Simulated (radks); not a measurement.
Results of a calculation; reference values are marked as such.
Question: Ionisation of the strontium ion Sr+, [Kr] 5s1, to Sr2+, [Kr], under several functionals. Scalar-relativistic Kohn-Sham, spin-polarised, spherical densities, finite nucleus; open shells are filled with parallel spins first (spin-orbit coupling, left out, can overturn this in heavy ions); a radial shooting solver on a logarithmic mesh with Libxc functionals. The NIST Atomic Spectra Database gives 11.030 eV (measured). Rank these functionals by the error of their Delta-SCF ionisation energy: PBE; r2SCAN; BP86; exchange-only B88; AM05.

Answer: From best to worst: AM05 11.104 eV (+0.073); r2SCAN 10.870 eV (-0.160); PBE 11.193 eV (+0.162); exchange-only B88 10.825 eV (-0.205); BP86 11.238 eV (+0.208).
